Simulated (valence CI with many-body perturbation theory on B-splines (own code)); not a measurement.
Forbidden lines of Cs32+

Method: valence CI with perturbative core correlation (CI+MBPT): five valence electrons over a frozen Dirac-Fock core [Ar], radial functions for each j: 7 s, 7 p, 8 d, 6 f, 4 g, 1 h, with the one-electron correlation potential Σ1, the two-electron term Σ2, the three-electron term Σ3, Breit, model QED; selected CI, second order for the rest (own B-spline code, finite nucleus).

The last digits are not significant, and no measured levels were compared; by estimate large intervals hold to a few tenths of a per cent, small ones and those within an open d or f shell to about a per cent. Only levels of the ground parity were solved; by the run's estimate the other parity begins above the list, which can be wrong where configurations are misplaced.

Lines 51 to 100 of 120 in falling wavelength, among levels below 87.503 eV, chosen from the decays that carry over 1 % of a level's rate. Wavelengths and rates use the calculated energies. Weak lines are less certain than strong ones. Lines between different terms over intervals too small for the method are left out, as are lines whose strength nearly cancels. Branching is blank where the lifetime is uncertain.

Levels are named by their leading jj configuration (3d3/2^4 stands for four electrons in 3d with j = 3/2), which in mixed levels can hold well under half, so a name can repeat and another be missing. Letters in brackets count levels of one name in rising energy.

```
λ vac (nm)                        Upper                        Lower  Type   A (s⁻¹)  Branch %
     75.79  (3d3/2^2 3d5/2^3) J=1/2 [a]  (3d3/2^3 3d5/2^2) J=3/2 [a]    M1  2.36e+04      53.1
     74.71  (3d3/2^2 3d5/2^3) J=9/2 [a]  (3d3/2^3 3d5/2^2) J=7/2 [a]    M1  1.23e+04      52.1
     73.32  (3d3/2^2 3d5/2^3) J=5/2 [c]  (3d3/2^3 3d5/2^2) J=7/2 [b]    M1  1.14e+04      16.1
     72.73     (3d3/2^2 3d5/2^3) J=13/2     (3d3/2^3 3d5/2^2) J=11/2    M1  4.86e+03      97.2
     71.13  (3d3/2^2 3d5/2^3) J=3/2 [b]  (3d3/2^2 3d5/2^3) J=5/2 [a]    M1  7.40e+03      27.3
     70.67  (3d3/2^2 3d5/2^3) J=3/2 [a]  (3d3/2^3 3d5/2^2) J=3/2 [a]    M1  4.28e+04      44.1
     69.35  (3d3/2^2 3d5/2^3) J=9/2 [c]  (3d3/2^2 3d5/2^3) J=9/2 [a]    M1  4.85e+02          
     67.10  (3d3/2^2 3d5/2^3) J=5/2 [a]  (3d3/2^3 3d5/2^2) J=5/2 [a]    M1  4.61e+04      66.7
     65.79       (3d3/2 3d5/2^4) J=11/2     (3d3/2^2 3d5/2^3) J=13/2    M1  1.35e+04      13.9
     65.53  (3d3/2^2 3d5/2^3) J=7/2 [c]  (3d3/2^2 3d5/2^3) J=5/2 [a]    M1  3.67e+03       7.5
     65.30    (3d3/2 3d5/2^4) J=3/2 [a]  (3d3/2^2 3d5/2^3) J=5/2 [b]    M1  2.01e+04      14.1
     65.14    (3d3/2 3d5/2^4) J=7/2 [a]  (3d3/2^2 3d5/2^3) J=9/2 [a]    M1  3.70e+04      35.4
     63.83  (3d3/2^2 3d5/2^3) J=5/2 [b]  (3d3/2^3 3d5/2^2) J=3/2 [a]    M1  5.89e+03      10.8
     63.56    (3d3/2 3d5/2^4) J=5/2 [a]  (3d3/2^2 3d5/2^3) J=5/2 [a]    M1  6.76e+04      44.8
     63.26  (3d3/2^3 3d5/2^2) J=7/2 [a]        (3d3/2^4 3d5/2) J=5/2    M1  1.02e+04      73.6
     62.98  (3d3/2^2 3d5/2^3) J=9/2 [c]     (3d3/2^2 3d5/2^3) J=11/2    M1  3.30e+03          
     61.77  (3d3/2^2 3d5/2^3) J=5/2 [b]  (3d3/2^3 3d5/2^2) J=7/2 [a]    M1  1.13e+04      20.7
     61.29  (3d3/2^2 3d5/2^3) J=9/2 [b]      (3d3/2^3 3d5/2^2) J=9/2    M1  3.77e+04      53.7
     61.24  (3d3/2^3 3d5/2^2) J=3/2 [a]        (3d3/2^4 3d5/2) J=5/2    M1  5.30e+04      97.3
     60.87       (3d3/2 3d5/2^4) J=11/2  (3d3/2^2 3d5/2^3) J=9/2 [a]    M1  1.41e+04      14.6
     59.41    (3d3/2 3d5/2^4) J=3/2 [a]  (3d3/2^2 3d5/2^3) J=3/2 [a]    M1  4.89e+04      34.2
     59.39  (3d3/2^2 3d5/2^3) J=7/2 [c]  (3d3/2^3 3d5/2^2) J=7/2 [b]    M1  1.70e+04      34.9
     58.29  (3d3/2^2 3d5/2^3) J=7/2 [b]  (3d3/2^3 3d5/2^2) J=5/2 [b]    M1  5.93e+02       3.4
     57.77    (3d3/2 3d5/2^4) J=5/2 [a]  (3d3/2^3 3d5/2^2) J=7/2 [b]    M1  7.54e+03       5.0
     57.68    (3d3/2 3d5/2^4) J=7/2 [a]  (3d3/2^2 3d5/2^3) J=7/2 [a]    M1  3.02e+04      29.0
     57.11  (3d3/2^2 3d5/2^3) J=7/2 [a]  (3d3/2^3 3d5/2^2) J=5/2 [a]    M1  4.73e+03      15.0
     56.74  (3d3/2^2 3d5/2^3) J=7/2 [b]      (3d3/2^3 3d5/2^2) J=9/2    M1  9.18e+03      52.9
     56.22    (3d3/2 3d5/2^4) J=3/2 [a]  (3d3/2^2 3d5/2^3) J=1/2 [a]    M1  4.97e+04      34.8
     55.91       (3d3/2 3d5/2^4) J=11/2     (3d3/2^2 3d5/2^3) J=11/2    M1  5.80e+04      59.7
     55.52  (3d3/2^3 3d5/2^2) J=3/2 [b]  (3d3/2^3 3d5/2^2) J=5/2 [a]    M1  3.51e+03      25.0
     55.10  (3d3/2^2 3d5/2^3) J=9/2 [b]     (3d3/2^3 3d5/2^2) J=11/2    M1  1.44e+04      20.5
     53.42  (3d3/2^2 3d5/2^3) J=3/2 [b]      (3d3/2^3 3d5/2^2) J=1/2    M1  4.43e+03      16.4
     52.72  (3d3/2^3 3d5/2^2) J=5/2 [b]        (3d3/2^4 3d5/2) J=5/2    M1  1.75e+03       7.6
     52.60  (3d3/2^2 3d5/2^3) J=9/2 [b]  (3d3/2^3 3d5/2^2) J=7/2 [a]    M1  1.21e+04      17.2
     50.78  (3d3/2^2 3d5/2^3) J=3/2 [b]  (3d3/2^3 3d5/2^2) J=5/2 [b]    M1  2.66e+03       9.8
     50.15    (3d3/2 3d5/2^4) J=7/2 [a]  (3d3/2^2 3d5/2^3) J=5/2 [a]    M1  3.08e+03       3.0
     49.22  (3d3/2^2 3d5/2^3) J=7/2 [b]  (3d3/2^3 3d5/2^2) J=7/2 [a]    M1  6.39e+02       3.7
     49.18  (3d3/2^2 3d5/2^3) J=5/2 [c]  (3d3/2^3 3d5/2^2) J=3/2 [a]    M1  8.90e+03      12.6
     48.57  (3d3/2^2 3d5/2^3) J=9/2 [c]  (3d3/2^3 3d5/2^2) J=7/2 [b]    M1  1.60e+04          
     48.44  (3d3/2^2 3d5/2^3) J=1/2 [b]      (3d3/2^3 3d5/2^2) J=1/2    M1  1.71e+04      24.0
     48.12  (3d3/2^2 3d5/2^3) J=3/2 [a]  (3d3/2^3 3d5/2^2) J=5/2 [a]    M1  3.25e+04      33.5
     47.95  (3d3/2^2 3d5/2^3) J=5/2 [c]  (3d3/2^3 3d5/2^2) J=7/2 [a]    M1  2.79e+04      39.4
     47.87  (3d3/2^2 3d5/2^3) J=7/2 [c]  (3d3/2^3 3d5/2^2) J=5/2 [b]    M1  6.20e+03      12.7
     46.82  (3d3/2^2 3d5/2^3) J=7/2 [c]      (3d3/2^3 3d5/2^2) J=9/2    M1  1.97e+04      40.4
     46.80    (3d3/2 3d5/2^4) J=5/2 [a]  (3d3/2^3 3d5/2^2) J=5/2 [b]    M1  3.44e+04      22.8
     46.47    (3d3/2 3d5/2^4) J=7/2 [a]  (3d3/2^3 3d5/2^2) J=7/2 [b]    M1  4.05e+03       3.9
     44.85  (3d3/2^2 3d5/2^3) J=5/2 [b]  (3d3/2^3 3d5/2^2) J=5/2 [a]    M1  1.49e+03       2.7
     44.78  (3d3/2^2 3d5/2^3) J=3/2 [b]  (3d3/2^3 3d5/2^2) J=3/2 [a]    M1  7.25e+03      26.8
     44.03    (3d3/2 3d5/2^4) J=3/2 [a]  (3d3/2^2 3d5/2^3) J=5/2 [a]    M1  7.08e+03       5.0
     43.43  (3d3/2^3 3d5/2^2) J=7/2 [b]        (3d3/2^4 3d5/2) J=5/2    M1  3.15e+03      51.5
```
